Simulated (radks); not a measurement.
All-electron atom: Kr21+ in [Ne] 3s2 3p3. Calculated with a radial shooting solver on a logarithmic mesh with Libxc functionals: Dirac Kohn-Sham, PBE, spin-unpolarised, spherical densities, finite nucleus; open shells are shared between the two j in proportion to 2j + 1; Fermi nuclear charge, rms radius 4.1884 fm. Some entries of the table are withheld. Estimate them.

orbital,occ.,eigenvalue (Ry),<1/r> (bohr^-1),r(max) (bohr)
1s1/2,2,-1106.344,36.77,0.02708
2s1/2,2,-201.2292,8.319,0.1536
2p1/2,2,-188.5742,(1),(2)
2p3/2,4,-184.5378,(3),(4)
3s1/2,2,-72.13921,3.208,(5)
3p1/2,1,(6),3.144,(7)
3p3/2,2,(8),3.076,(9)
3d3/2,0,-60.39677,2.944,0.3394
3d5/2,0,-60.20934,2.927,0.3411
4s1/2,0,-36.31910,1.653,0.8832

Answer. 
(1) 2p1/2 <1/r> (bohr^-1): 8.270
(2) 2p1/2 r(max) (bohr): 0.1206
(3) 2p3/2 <1/r> (bohr^-1): 7.986
(4) 2p3/2 r(max) (bohr): 0.1238
(5) 3s1/2 r(max) (bohr): 0.4293
(6) 3p1/2 eigenvalue (Ry): -67.81121
(7) 3p1/2 r(max) (bohr): 0.4118
(8) 3p3/2 eigenvalue (Ry): -66.92441
(9) 3p3/2 r(max) (bohr): 0.4180
